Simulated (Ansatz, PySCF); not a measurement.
C₂H₆N₂OSi, SMILES C[Si@@H](N)OC#N. Atoms are numbered in the order given.

```xyz
12

C     -1.3084    -0.9940    -0.9943
Si    -0.3088     0.5206    -0.6223
N     -1.2750     1.8933    -0.3472
O      0.5741     0.1469     0.8466
C      1.2922    -0.8998     0.9969
N      1.9477    -1.8566     1.1521
H     -2.0758    -1.1547    -0.2194
H     -0.6664    -1.8892    -1.0164
H     -1.8148    -0.9069    -1.9680
H      0.7454     0.8557    -1.6113
H     -2.1425     1.8425     0.1773
H     -0.8795     2.8275    -0.3208
```
Charge 0, spin multiplicity 1.

Geometry optimised at r2SCAN-D4/def2-SVP. The structure was generated by enumeration; whether it is a known compound was not checked. The values are those of a single conformer.

Two levels are set side by side: PBE-D3(BJ)/def2-SVP (Ansatz, a quantum-chemistry and plane-wave program) and r2SCAN-D4/def2-SVP (Ansatz). Each level has its own optimised geometry; the coordinates shown are those of the second. Frequencies come from the Hessian of PySCF at each geometry. Differences are taken from unrounded values.

```
quantity                            r2SCAN-D4
----------------------------------  ---------
mean bond length (Å)                    1.325
bond C1–Si2 (Å)                         1.852
bond Si2–N3 (Å)                         1.701
bond Si2–O4 (Å)                         1.754
bond O4–C5 (Å)                          1.278
bond C5–N6 (Å)                          1.170
bond C1–H7 (Å)                          1.102
bond C1–H8 (Å)                          1.102
bond C1–H9 (Å)                          1.101
bond Si2–H10 (Å)                        1.484
bond N3–H11 (Å)                         1.015
bond N3–H12 (Å)                         1.015
highest harmonic wavenumber (cm⁻¹)       3688
mean harmonic wavenumber (cm⁻¹)          1239
zero-point energy (kcal/mol)            53.15
```

Q: What does PBE-D3(BJ) give, and how far is it from r2SCAN-D4? (The exact figures need the calculation; the answer reports its results.)

A: 
| quantity | PBE-D3(BJ) | PBE-D3(BJ) minus r2SCAN-D4 |
|---|---|---|
| mean bond length (Å) | 1.334 | 0.009 |
| bond C1–Si2 (Å) | 1.864 | 0.011 |
| bond Si2–N3 (Å) | 1.713 | 0.012 |
| bond Si2–O4 (Å) | 1.770 | 0.016 |
| bond O4–C5 (Å) | 1.287 | 0.008 |
| bond C5–N6 (Å) | 1.179 | 0.009 |
| bond C1–H7 (Å) | 1.109 | 0.007 |
| bond C1–H8 (Å) | 1.109 | 0.007 |
| bond C1–H9 (Å) | 1.108 | 0.007 |
| bond Si2–H10 (Å) | 1.495 | 0.011 |
| bond N3–H11 (Å) | 1.022 | 0.007 |
| bond N3–H12 (Å) | 1.022 | 0.007 |
| highest harmonic wavenumber (cm⁻¹) | 3600 | -88 |
| mean harmonic wavenumber (cm⁻¹) | 1209 | -31 |
| zero-point energy (kcal/mol) | 51.83 | -1.32 |
